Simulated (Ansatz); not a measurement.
Cost and result for the atomization energy of CH$_{8}$F$_{2}$N$_{2}$Si$_{2}$, SMILES `N[SiH2]C[Si](N)(F)F` (15 atoms, 14 bonds).

```xyz
15

N     0.407    1.163    2.116
Si    0.880    1.540    0.509
C    -0.238    0.603   -0.670
Si   -0.125   -1.228   -0.602
N    -1.325   -2.001   -1.505
F     1.274   -1.758   -1.141
F    -0.119   -1.670    0.939
H     0.707    1.752    2.876
H     0.363    0.196    2.398
H     2.292    1.212    0.147
H     0.711    3.009    0.340
H    -1.269    0.904   -0.453
H    -0.015    0.914   -1.697
H    -2.267   -1.653   -1.534
H    -1.276   -2.983   -1.722
```

The species carries charge 0 and has multiplicity 1. Geometry: relaxed with PBE0-D4/def2-TZVP. It is one conformer, not always the lowest. Program: Ansatz. All runs use 2 threads of an AMD EPYC 7R13 on a shared host and a share of an NVIDIA H100 80 GB. Times are those of one run each, without the atoms' runs, and a repeat can differ threefold. Electronic energies, without spin–orbit coupling; frozen cores. CCSD(T)/CBS adds CCSD(T) − MP2 in def2-TZVPP to the MP2 limit, and its time is that of the two runs behind it. T1 = 0.011. B3LYP takes the VWN-RPA correlation (the form of Gaussian; ORCA's B3LYP/G).

CCSD(T)/CBS is a level of theory with its own doubt, some kJ/mol a heavy atom from the limit and from the frozen cores, so smaller differences don't rank the functionals.

```tsv
level	functions	wall time	atomization (kcal/mol)	difference from CCSD(T)/CBS	per bond
PBE0-D4/def2-TZVPP	351	2.3 s	1351.3	-13.5	-1.0
PBE-D4/def2-TZVPP (with forces)	351	2.5 s	1374.0	9.2	0.7
r2SCAN-D4/def2-TZVPP (with forces)	351	2.9 s	1357.5	-7.3	-0.5
B3LYP-D4/def2-TZVPP (with forces)	351	3 s	1359.9	-4.9	-0.4
B2PLYP/def2-TZVPP	351	3.1 s	1345.4	-19.4	-1.4
ωB97X-V/def2-TZVPP	351	3.2 s	1367.5	2.7	0.2
ωB97M-V/def2-TZVPP (with forces)	351	4.2 s	1366.8	2.0	0.1
MP2/def2-QZVPP	665	6.5 s	1372.6	7.8	0.6
CCSD(T)/def2-TZVPP	351	12 s	1322.6	-42.2	-3.0
CCSD(T)/CBS(def2)	–	18 s	1364.8	0.0	0.0
```

In def2-TZVPP, CCSD(T) changes the Hartree–Fock value by +337.2 kcal/mol (the triples alone add +18.2 kcal/mol) and MP2 by +361.6 kcal/mol; breaking electron pairs costs correlation energy, which Hartree–Fock lacks. The D4 term adds +14.3 kcal/mol with B3LYP and +7.6 kcal/mol with PBE0; it sums over pairs of atoms, weighted by their polarisabilities, and B3LYP, whose exchange is more repulsive, gets the larger term. From PBE to PBE0 (25 % exact exchange), in def2-TZVPP and without D4, the atomization energy moves by −21.4 kcal/mol: exact exchange takes away binding that semilocal exchange gives to molecules.
